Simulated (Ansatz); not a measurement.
```tsv
atom	x (Å)	y (Å)	z (Å)
Cl	0.0000	0.0000	-2.0970
Zn	0.0000	0.0000	0.0000
Cl	0.0000	0.0000	2.0970
```

Basis set: cc-pVDZ (spherical functions). Correlated methods keep 15 orbitals frozen. Charge 0, multiplicity 1.

Computed with Ansatz (development build ahead of 0.2.0); each method stands on the lowest determinant of its kind that the runs found. Restricted open shells among the atoms or ions are ROHF, correlated in semicanonical orbitals with singles.

Give the atomization energy at this shape (free ground-state atoms in the same class of orbitals less the molecule, no zero-point energy) of singlet ZnCl2 by RHF-MP2, RHF.

| method | atomization energy |
| --- | --- |
| RHF-MP2 | 6.51 eV |
| RHF | 5.43 eV |
